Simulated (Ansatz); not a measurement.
Gas-phase electronic energies from Ansatz, PBE0-D4/def2-TZVP geometries. CBS: MP2 limit from def2 TZ/QZ plus the TZ coupled-cluster correction, frozen cores. This one scheme is used for every species, atoms too. DFT in def2-TZVPP. Open shells (•) are unrestricted, without spin–orbit coupling. Spin–orbit coupling would lower the free atoms: a little for F. For Ge outer-core shells are correlated without core-valence functions, so the limit isn't a true one: a few kJ/mol of doubt a bond, and 10 to 20 or more in all where bonds break to atoms. Scalar relativity is left out up to krypton.

Reaction (hydrogen abstraction from a Ge–H bond): `[F][GeH2][F]` + F• → `[F][GeH][F]`• + H–F

`[F][GeH2][F]`:

```xyz
5

F     0.349    1.479   -0.666
Ge   -0.101   -0.048   -0.002
F     1.344   -0.669    0.705
H    -0.489   -0.967   -1.159
H    -1.103    0.205    1.122
```

`[F][GeH][F]`•:

Cartesian coordinates in Å:
```
F -0.132 1.454 0.602
Ge -0.474 -0.126 -0.019
F 0.387 -0.177 -1.521
H 0.218 -1.151 0.938
```

H–F:

Z-matrix (Å, degrees):
```
F
H 1 0.920
```

```csv
level,ΔE (eV)
PBE-D4,-2.50
r2SCAN0-D4,-2.02
ωB97M-V,-2.19
MP2/CBS(def2),-2.44
```

Problem. What does CCSD(T)/CBS give? (An estimate is asked.)

Solution. Ansatz gave: -2.15 eV. The listed levels differ from it by -0.35, 0.13, -0.04, -0.29 eV.

Largest T1 diagnostic among the species: 0.015.

From PBE to PBE0 (25 % exact exchange), in def2-TZVPP and without D4, ΔE moves by +0.33 eV. At CCSD(T), def2-SVP lies +0.43 eV from the extrapolated value and def2-TZVPP +0.12 eV. Leaving LDA and LC-ωPBE aside and taking each functional with its dispersion term where it has one, the values, not all of them listed here, spread over 0.69 eV, from PBE-D4 to BHLYP-D4. LDA lies −0.44 eV from PBE without D4.

CCSD(T)/CBS has its own doubt, a few kJ/mol and more with outer-core shells, so smaller differences from it don't rank the levels.
